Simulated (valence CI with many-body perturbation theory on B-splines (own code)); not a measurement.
Values are calculated unless marked as measured or tabulated.
# Sensitivity of CI+MBPT for Eu⁵⁸⁺

Level of theory: relativistic CI+MBPT: three valence electrons over a frozen Dirac-Fock core [He], a basis of 6 s, 6 p, 5 d, 3 f, 1 g functions for each j, with the one-electron correlation potential Σ1, the two-electron term Σ2, the three-electron term Σ3, Breit, model QED; selected CI, second order for the rest (own B-spline code, finite nucleus).

The last digits are not significant, and no measured levels were compared; by estimate large intervals hold to a few tenths of a per cent, small ones and those within an open d or f shell to about a per cent.

The reference run has the lowest level (2s^2 2p1/2) J=1/2 and an ionisation energy of 13043.7 eV. Its largest variational space holds 3593 state functions.

Levels are named by their leading jj configuration (3d3/2^4 stands for four electrons in 3d with j = 3/2), which in mixed levels can hold well under half, so a name can repeat and another be missing. Letters in brackets count levels of one name in rising energy.

```tsv
Level	Reference (cm⁻¹)	Shift (cm⁻¹)
(2s 2p1/2^2) J=1/2	1674230	-237
(2s^2 2p3/2) J=3/2	5712080	+113
(2s 2p1/2 2p3/2) J=3/2 [a]	6881260	-120
(2s 2p1/2 2p3/2) J=5/2	7175510	-120
(2s 2p1/2 2p3/2) J=1/2	7649900	-121
(2s 2p1/2 2p3/2) J=3/2 [b]	7662310	-120
(2p1/2^2 2p3/2) J=3/2	9422280	-351
(2s 2p3/2^2) J=5/2	12738400	-2.5
(2s 2p3/2^2) J=1/2	13456500	-1.3
(2s 2p3/2^2) J=3/2	13463700	-2.5
(2p1/2 2p3/2^2) J=3/2	14816500	-241
(2p1/2 2p3/2^2) J=5/2	14991100	-240
```

The ionisation energy moves by +0.047 eV.

Problem. Which of these changes was made?
A. highest l in the core sums 6 → 2
B. correlating orbitals by l 3 3 3 2 1 → 6 6 1 2 3
C. QED terms on → off
D. scale of Σ1 1 → 1.1

Solution. D. scale of Σ1 1 → 1.1.
